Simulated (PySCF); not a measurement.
Gas-phase reaction: SnCl4 + 6 H → SnH3Cl + 3 HCl

Computed with PySCF (xtb for GFN2) and rigid-rotor harmonic-oscillator thermochemistry at 1 bar. † marks an energy on the PBE0/def2-TZVP geometry and frequencies; other levels use their own. MP2 and CCSD(T) freeze the core. Open shells (unrestricted): H (multiplicity 2); the rest are closed-shell singlets. GFN2 has no spin-polarisation term. B3LYP is the form with VWN-RPA correlation. Sn: scalar-relativistic def2 core potential, no spin-orbit coupling. SnH3Cl: computed as isolated molecules; such fragments, hydroxides, amides, oligomers or adducts are transient or little studied in the gas. MP2 isn't extrapolated to the basis-set limit. CCSD(T) isn't extrapolated to the basis-set limit.

```tsv
level	ΔH°(298 K), kJ
B3LYP/def2-TZVP†	-1123
BLYP/def2-TZVP†	-1107
CCSD(T)/def2-SVP†	(withheld)
GFN2-xTB	-1325
HF/def2-TZVP†	-803
MP2/def2-TZVPP†	(withheld)
PBE0/def2-QZVP†	-1062
r2SCAN/def2-TZVP†	-1062
LDA/def2-TZVP†	(withheld)
ωB97M-V/def2-TZVP†	(withheld)
ωB97X-V/def2-TZVP†	-1080
```

Some entries are withheld; supply them.


- CCSD(T)/def2-SVP†, ΔH°(298 K), kJ: -1058
- MP2/def2-TZVPP†, ΔH°(298 K), kJ: -1021
- LDA/def2-TZVP†, ΔH°(298 K), kJ: -1173
- ωB97M-V/def2-TZVP†, ΔH°(298 K), kJ: -1088
